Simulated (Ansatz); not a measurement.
Predict a relaxed structure of KNa3, charge 0, singlet, at r2SCAN/def2-TZVP (Ansatz).


```xyz
4

Na    0.544    0.286   -1.455
Na   -0.348   -0.475    1.465
Na    2.456   -2.313    0.136
K    -2.652    2.502   -0.146
```
Point group C2v (tolerance 0.1 Å). This is one stationary point.

The restricted singlet is unstable: a solution with broken spin symmetry lies lower. At r2SCAN/def2-TZVP a triplet of charge 0 lies 0.07 eV below the restricted singlet, each at its own geometry. The structure comes from a short search, and lower isomers may exist.
